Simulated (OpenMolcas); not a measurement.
As I: from CASSCF to CASPT2

* Program: OpenMolcas 26.06
* Basis: ANO-R2 [6s5p4d3f1g]
* Scalar Hamiltonian: X2C, finite nucleus
* Active space: 5 electrons in 8 orbitals (4s 4p 5s 5p)
* State averaging: 2S+1 = 4 odd, 1 root; 2S+1 = 2 odd, 8 roots; 2S+1 = 4 even, 3 roots; 2S+1 = 2 even, 9 roots
* Spin-orbit coupling: state interaction with AMFI integrals over the reference wave functions, term energies averaged over their components

Methods on the same reference wave functions:
A. CASSCF
B. SS-CASPT2, IPEA 0.25 Eh, imaginary shift 0.1 Eh (closed shells correlated: 3d)

Energies in eV above 4s2 4p3 4S* 3/2, the measured ground level; measured values from NIST Handbook of Basic Atomic Spectroscopic Data.

```json
{"Level": "4s2 4p3 4S* 3/2", "A": "0.0000", "B": "0.0000", "Measured": "0.0000"}
{"Level": "4s2 4p3 2D* 3/2", "A": "1.7270", "B": "1.493", "Measured": "1.3133"}
{"Level": "4s2 4p3 2D* 5/2", "A": "1.7709", "B": "1.526", "Measured": "1.3533"}
{"Level": "4s2 4p3 2P* 1/2", "A": "2.4385", "B": "2.480", "Measured": "2.2548"}
{"Level": "4s2 4p3 2P* 3/2", "A": "2.4856", "B": "2.516", "Measured": "2.3120"}
```

Deviations, from unrounded energies. A percentage is the sum of absolute deviations over the sum of measured energies, with the sign that they share, or ± where signs differ.

```
                        Against measurement  Levels      A      B
             mean absolute deviation (cm-1)       4   2400   1600
other terms of the ground configuration (%)       4  +16.4  +10.8
```

B lies closest to measurement on these levels. The largest miss of B in the table is 4s2 4p3 2P* 1/2, by +1800 cm-1. The ranking rests on the paired levels alone, and a cruder setting can come out closer through cancelling errors.

From A to B the spin-free energies of the other terms of 4s2 4p3 shown, above 4S*, scale by factors of 0.86 to 1.02.

The lowest spin-free term lies below A's lowest term by 0.535 hartree in B.

Term energies are means over components that CASPT2 splits; among the terms shown or strongly mixed into the levels shown the widest spread is 62 cm-1 (4s2 4p3 2D*, B). The run also gave levels led by 4s2 4p2 5s, which use shells meant for correlation; these and all levels above them are left out. Without dynamic correlation excited terms often stand tens of per cent too high (terms of higher spin than the ground term too low), and those without a measured partner can miss by more than the paired ones (holds for A). Computed and measured levels are paired by configuration, term and J; levels that our copy of the source lacks, or whose pairing is in doubt (as where it misses far off the trend of its configuration), stay unpaired and out of the deviations. Only configurations of the active space appear. The table leaves out levels that lie high or whose names do not pair safely across all columns.

* marks odd parity.
